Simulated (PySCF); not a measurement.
Isomers of C2H13NO2Si3. Level of theory: PBE0-D3(BJ)/def2-SVP geometry optimisation, gas phase in PySCF 2.14.0. Energies are electronic, without zero-point or thermal terms, for one conformer each. No frequencies were run at this level. Point groups hold within 0.08 Å.

Question: Rank from lowest to highest electronic energy at this level (kcal/mol).
A. `[CH3:1][O:2][SiH:3]([O:4][CH3:5])[N:6]([SiH3:7])[SiH3:8]` with C1–O2–Si3–O4 173°, O2–Si3–O4–C5 162°, O2–Si3–N6–Si7 130°
B. `[CH3:1][N:2]([CH3:3])[SiH2:4][O:5][SiH2:6][O:7][SiH3:8]` with C1–N2–Si4–O5 91°, N2–Si4–O5–Si6 45°, Si4–O5–Si6–O7 -64°, O5–Si6–O7–Si8 -48°

Answer: B (0.0), A (30.5).

| SMILES | E (Eh) | E rel (kcal/mol) | dipole (D) | point group | A, B, C (MHz) |
| --- | --- | --- | --- | --- | --- |
| CN(C)[SiH2]O[SiH2]O[SiH3] | -1156.71689 | 0.0 | 1.30 | C1 | 1378, 896.5, 655.2 |
| CO[SiH](OC)N([SiH3])[SiH3] | -1156.66832 | 30.5 | 1.27 | C1 | 1147, 974.1, 787.1 |

Question: How do the relative energies change in single points at PBE0/pcSseg-1 (no added dispersion term) on the same geometries?

Answer: 
| SMILES | PBE0-D3(BJ)/def2-SVP (kcal/mol) | PBE0/pcSseg-1 (kcal/mol) | shift |
| --- | --- | --- | --- |
| CN(C)[SiH2]O[SiH2]O[SiH3] | 0.0 | 0.0 | 0.0 |
| CO[SiH](OC)N([SiH3])[SiH3] | 30.5 | 30.8 | +0.3 |

Each column counts from its own lowest isomer. The order is unchanged; the largest shift is 0.3 kcal/mol.
